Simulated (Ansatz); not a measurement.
Born–Oppenheimer molecular dynamics of AlClF$_{3}$H (6 atoms, charge 0, multiplicity 1). It starts from a rough guess of a transition structure, not a stationary point.

These are results of Ansatz, UKS PBE0-D4/STO-3G, not measurements.

```json
{
  "ensemble": "NVE (velocity Verlet)",
  "time step": "0.5 fs",
  "steps asked": "150",
  "starting velocities drawn for": "300 K",
  "seed": "862968"
}
```

Frames 1 fs apart, positions in Å, forces in eV/Å.

Velocities at 5.0 fs (Å/ps):

```
Al 8.61 -2.50 2.51
Cl -2.29 1.19 -1.08
F -2.06 -1.51 0.38
F -1.01 -0.44 -0.32
H 24.90 29.53 -35.28
F -6.22 1.70 0.28
```

```xyz
6
Properties=species:S:1:pos:R:3:forces:R:3 time_fs=5.0 energy_less_start_eV=-0.174 T=633
Al -0.519 0.432 -0.269 1.24 -1.85 1.05
Cl -0.096 -1.802 0.970 0.10 3.09 -1.83
F -0.953 0.254 -1.855 0.55 0.09 1.13
F -1.203 1.566 0.714 0.66 -0.66 -0.56
H 1.328 -0.590 0.283 -0.29 -3.33 1.62
F 1.530 0.293 -0.043 -2.26 2.67 -1.41
6
Properties=species:S:1:pos:R:3:forces:R:3 time_fs=6.0 energy_less_start_eV=-0.119 T=534
Al -0.510 0.429 -0.266 0.96 -1.84 1.02
Cl -0.099 -1.800 0.968 0.09 3.10 -1.86
F -0.955 0.253 -1.854 0.62 0.10 1.26
F -1.204 1.565 0.713 0.73 -0.73 -0.62
H 1.351 -0.579 0.257 -0.46 -4.62 2.02
F 1.523 0.296 -0.043 -1.94 3.99 -1.82
6
Properties=species:S:1:pos:R:3:forces:R:3 time_fs=7.0 energy_less_start_eV=-0.278 T=833
Al -0.501 0.426 -0.263 0.83 -1.75 0.96
Cl -0.101 -1.798 0.966 0.17 3.06 -1.86
F -0.957 0.251 -1.853 0.67 0.11 1.38
F -1.204 1.565 0.712 0.79 -0.81 -0.67
H 1.370 -0.610 0.248 -0.27 -3.00 1.44
F 1.515 0.300 -0.044 -2.18 2.40 -1.25
6
Properties=species:S:1:pos:R:3:forces:R:3 time_fs=8.0 energy_less_start_eV=-0.434 T=1132
Al -0.491 0.422 -0.259 0.79 -1.60 0.86
Cl -0.103 -1.794 0.964 0.31 2.96 -1.84
F -0.958 0.250 -1.851 0.71 0.10 1.49
F -1.204 1.563 0.711 0.83 -0.89 -0.71
H 1.386 -0.669 0.254 -0.20 -0.27 0.61
F 1.506 0.306 -0.046 -2.45 -0.30 -0.40
6
Properties=species:S:1:pos:R:3:forces:R:3 time_fs=9.0 energy_less_start_eV=-0.445 T=1156
Al -0.482 0.417 -0.256 0.77 -1.41 0.75
Cl -0.105 -1.790 0.961 0.49 2.84 -1.82
F -0.959 0.248 -1.848 0.74 0.08 1.58
F -1.204 1.561 0.710 0.87 -0.97 -0.74
H 1.401 -0.731 0.266 -0.39 1.64 0.07
F 1.496 0.311 -0.048 -2.49 -2.18 0.16
6
Properties=species:S:1:pos:R:3:forces:R:3 time_fs=10.0 energy_less_start_eV=-0.399 T=1070
Al -0.472 0.412 -0.252 0.70 -1.22 0.62
Cl -0.107 -1.785 0.958 0.64 2.72 -1.78
F -0.959 0.247 -1.845 0.77 0.06 1.66
F -1.203 1.559 0.708 0.91 -1.03 -0.76
H 1.411 -0.778 0.278 -0.65 2.56 -0.18
F 1.485 0.316 -0.049 -2.37 -3.08 0.42
6
Properties=species:S:1:pos:R:3:forces:R:3 time_fs=11.0 energy_less_start_eV=-0.397 T=1068
Al -0.462 0.406 -0.247 0.51 -1.06 0.51
Cl -0.109 -1.780 0.954 0.73 2.62 -1.73
F -0.959 0.246 -1.840 0.80 0.05 1.72
F -1.202 1.556 0.706 0.94 -1.09 -0.77
H 1.415 -0.801 0.289 -0.83 2.87 -0.28
F 1.472 0.319 -0.051 -2.16 -3.38 0.55
6
Properties=species:S:1:pos:R:3:forces:R:3 time_fs=12.0 energy_less_start_eV=-0.484 T=1235
Al -0.451 0.400 -0.243 0.18 -0.93 0.41
Cl -0.111 -1.773 0.950 0.76 2.55 -1.68
F -0.959 0.245 -1.835 0.84 0.03 1.76
F -1.200 1.553 0.703 0.98 -1.12 -0.77
H 1.412 -0.797 0.297 -0.87 2.80 -0.31
F 1.458 0.320 -0.052 -1.89 -3.33 0.59
6
Properties=species:S:1:pos:R:3:forces:R:3 time_fs=13.0 energy_less_start_eV=-0.650 T=1554
Al -0.441 0.394 -0.239 -0.29 -0.84 0.32
Cl -0.112 -1.766 0.945 0.72 2.53 -1.63
F -0.958 0.243 -1.829 0.88 0.03 1.77
F -1.198 1.549 0.700 1.02 -1.14 -0.77
H 1.400 -0.767 0.303 -0.77 2.36 -0.25
F 1.444 0.319 -0.053 -1.57 -2.93 0.55
6
Properties=species:S:1:pos:R:3:forces:R:3 time_fs=14.0 energy_less_start_eV=-0.839 T=1918
Al -0.430 0.387 -0.234 -0.88 -0.77 0.24
Cl -0.113 -1.759 0.940 0.63 2.53 -1.58
F -0.957 0.242 -1.822 0.92 0.02 1.76
F -1.195 1.544 0.697 1.06 -1.14 -0.75
H 1.381 -0.714 0.306 -0.53 1.36 -0.01
F 1.429 0.317 -0.054 -1.19 -2.00 0.34
6
Properties=species:S:1:pos:R:3:forces:R:3 time_fs=15.0 energy_less_start_eV=-0.953 T=2134
Al -0.420 0.380 -0.229 -1.56 -0.71 0.14
Cl -0.114 -1.750 0.934 0.50 2.52 -1.51
F -0.956 0.241 -1.814 0.95 0.01 1.72
F -1.192 1.539 0.693 1.09 -1.12 -0.73
H 1.356 -0.648 0.309 -0.24 -0.46 0.56
F 1.412 0.314 -0.055 -0.75 -0.25 -0.19
6
Properties=species:S:1:pos:R:3:forces:R:3 time_fs=16.0 energy_less_start_eV=-0.923 T=2080
Al -0.410 0.373 -0.224 -2.22 -0.61 0.02
Cl -0.115 -1.741 0.928 0.39 2.48 -1.43
F -0.954 0.240 -1.805 0.97 0.00 1.66
F -1.188 1.533 0.689 1.10 -1.09 -0.68
H 1.330 -0.588 0.317 -0.02 -2.84 1.48
F 1.396 0.311 -0.055 -0.23 2.06 -1.05
```

Of the whole run (75 fs, mean temperature of the second half 1531 K): The conserved energy stayed within 1.4 meV per atom of its start (net change -0.94 meV per atom), so the integration is sound. The system heated up, since it started high on the potential surface and ran downhill. A run of 0.075 ps of so small a system gives no equilibrium averages. The orbitals stay closed-shell, which can raise the energy where a bond breaks towards radicals; this wasn't checked here. Limits of this set-up: minimal basis.

Run time: 4.8 min on 1 CPU thread of a shared host.
